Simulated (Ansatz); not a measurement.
Results of the Gaussian-basis code of Ansatz.

Basis-set series for C₃H₉BS (`CBCSC`). Charge 0, multiplicity 1. The geometry is a stationary point of PBE0-D4/def2-TZVP. It is one conformer, not always the lowest.

| functional | basis | functions | energy (Eh) | HOMO (eV) | LUMO (eV) |
| --- | --- | --- | --- | --- | --- |
| PBE0-D4 | def2-SVP | 119 | -542.22144 | -6.07 | -0.72 |
| PBE0-D4 | def2-QZVPP | 568 | -542.54055 | -6.25 | -0.84 |
| ωB97M-V | def2-SVP | 119 | -542.41553 | -8.29 | 1.34 |
| ωB97M-V | def2-QZVPP | 568 | -542.74420 | -8.49 | 1.04 |

**Question.** Give the rows for def2-TZVPP. (Best estimate.)

**Answer.** The calculation gave: 
```csv
functional,basis,functions,energy (Eh),HOMO (eV),LUMO (eV)
PBE0-D4,def2-TZVPP,292,-542.51958,-6.22,-0.82
ωB97M-V,def2-TZVPP,292,-542.72395,-8.45,1.13
```

Positive LUMOs are unbound and depend on the basis.
